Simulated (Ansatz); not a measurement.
Species: C3H11NSi (charge 0, singlet). 
Structure (B3LYP-D3(BJ)/def2-TZVP (Ansatz, an electronic-structure program) minimum search):
```xyz
16

C     -2.0073     1.0107     0.0730
C     -1.3238    -0.1586     0.7904
Si     0.0142    -1.0040    -0.2187
N      1.2194     0.1293    -0.7037
C      2.0493     0.8779     0.2280
H     -2.4945     0.6789    -0.8466
H     -2.7693     1.4792     0.6997
H     -1.2830     1.7779    -0.2051
H     -0.8862     0.1801     1.7356
H     -2.0578    -0.9227     1.0685
H     -0.5355    -1.5675    -1.4773
H      0.5462    -2.1303     0.6049
H      1.6503    -0.0045    -1.6047
H      2.9293     0.3223     0.5760
H      1.4631     1.1459     1.1091
H      2.3940     1.8121    -0.2216
```
Charge 0, spin multiplicity 1.

Total electronic energies in hartree. Correlated levels leave the core frozen unless marked. No spin-orbit coupling. No relativistic terms. CBS marks a two-point X^-3 extrapolation of the correlation energy; Hartree-Fock from the larger set.

| level | program | energy (Eh) |
|---|---|---|
| HF/6-31G* | Ansatz | -463.38681 |
| HF/cc-pVTZ | Ansatz | -463.48899 |
| RI-HF/aug-cc-pV(T+d)Z | Ansatz | -463.49581 |
| RI-HF/cc-pV(T+d)Z | Ansatz | -463.49341 |
| RI-HF/aug-cc-pV(Q+d)Z | Ansatz | -463.50962 |
| PBE-D4/def2-TZVPD | Ansatz + dftd4 | -464.89264 |
| PBE0-D4/def2-TZVP | Ansatz + dftd4 | -464.95079 |
| HSE06/def2-TZVPD | Ansatz | -464.92439 |
| CAM-B3LYP/def2-TZVPD | Ansatz | -465.19086 |
| wB97X-V/def2-TZVPD | Ansatz | -465.18651 |
| MP2/6-31G* | Ansatz | -464.02409 |
| MP2/cc-pV(D+d)Z | Ansatz | -464.13476 |
| MP2/aug-cc-pV(T+d)Z | Ansatz | -464.38667 |
| RI-MP2/CBS(aug-cc-pV(T+d)Z,aug-cc-pV(Q+d)Z) | Ansatz | -464.4843 |
| SCS-MP2/aug-cc-pV(T+d)Z | Ansatz | -464.39994 |
| SCS-MP2/cc-pV(T+d)Z | Ansatz | -464.38144 |
| CCSD/STO-3G | Ansatz | -458.31331 |
| CCSD/6-31G* | Ansatz | -464.08918 |
| CCSD/cc-pV(D+d)Z | Ansatz | -464.20833 |
| CCSD/aug-cc-pV(T+d)Z | Ansatz | -464.44614 |
| CCSD(T)/STO-3G | Ansatz | -458.31588 |
| CCSD(T)/6-31G* | Ansatz | -464.10788 |
| CCSD(T)/CBS(cc-pV(T+d)Z,cc-pV(Q+d)Z) | Ansatz | -464.5678 |

Totals of different functionals don't rank their quality; only differences between species are comparable.
